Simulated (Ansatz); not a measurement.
**Which is lower?**

The two ends of one reaction step of SiH2OF4, closed shell (PBE0-D4/def2-TZVP).

A:

```xyz
8
angstrom
Si -1.0287 0.0244 -0.3646
O 0.2737 -0.0318 0.5952
F -0.5044 0.0853 -1.8331
F -1.9088 1.2851 -0.0622
F -1.9339 -1.2404 -0.1743
H 2.0050 -0.0191 0.1894
F 2.9321 -0.0197 0.1021
H 0.1650 -0.0838 1.5475
```

B:

```
8
angstrom
Si -0.3544 0.2604 -0.9984
O 0.8140 -0.4679 1.3933
F -1.0571 0.6807 -2.3398
F -0.4256 1.5172 -0.0651
F -1.1845 -0.9456 -0.4395
H 0.7880 0.2644 2.0143
F 1.1092 -0.1337 -1.3685
H 0.3106 -1.1755 1.8037
```

Program: Ansatz 0.2.0. Basis: def2-TZVPP. Cores are frozen in the correlated methods. B3LYP uses VWN-RPA correlation.

Which structure is lower at CCSD(T), and by how much? (An estimate is asked for; the value comes from the calculation.)

By the calculation: B, by 0.294 eV (electronic energy, against the other). By their contacts, A is a complex of SiHOF₃ ([OH][Si]([F])([F])[F]) + HF and B is a complex of SiF₄ ([F][Si]([F])([F])[F]) + H₂O.

All methods give the same order:

```json
{"method": "SPW92", "E(B) − E(A) (eV)": "-0.251"}
{"method": "PBE-D4", "E(B) − E(A) (eV)": "-0.263"}
{"method": "BLYP-D4", "E(B) − E(A) (eV)": "-0.282"}
{"method": "r2SCAN-D4", "E(B) − E(A) (eV)": "-0.341"}
{"method": "B97M-V", "E(B) − E(A) (eV)": "-0.372"}
{"method": "PBE0-D4", "E(B) − E(A) (eV)": "-0.264"}
{"method": "B3LYP-D4", "E(B) − E(A) (eV)": "-0.284"}
{"method": "r2SCAN0-D4", "E(B) − E(A) (eV)": "-0.320"}
{"method": "BHLYP-D4", "E(B) − E(A) (eV)": "-0.304"}
{"method": "CAM-B3LYP-D4", "E(B) − E(A) (eV)": "-0.291"}
{"method": "wB97X-V", "E(B) − E(A) (eV)": "-0.316"}
{"method": "wB97M-V", "E(B) − E(A) (eV)": "-0.331"}
{"method": "B2PLYP", "E(B) − E(A) (eV)": "-0.281"}
{"method": "PBE-QIDH", "E(B) − E(A) (eV)": "-0.268"}
{"method": "RPA on PBE", "E(B) − E(A) (eV)": "-0.311"}
{"method": "HF", "E(B) − E(A) (eV)": "-0.311"}
{"method": "MP2", "E(B) − E(A) (eV)": "-0.275"}
{"method": "CCSD", "E(B) − E(A) (eV)": "-0.298"}
{"method": "CCSD(T)", "E(B) − E(A) (eV)": "-0.294"}
```

No T1 diagnostic of these runs exceeds 0.011.

Labels in which every atom is bracketed show which atoms are joined, not bond orders.

For scale, one of the runs: CCSD(T)/def2-TZVPP, 225 basis functions, launched by `ansatz run in.yaml --threads 8 --pin off --events-out ev --progress --plain --max-ram 19148MiB`. The run took 100 s on 8 CPU threads of an Arm Neoverse V1 (shared host), with 4.2 GiB of host memory at its peak.
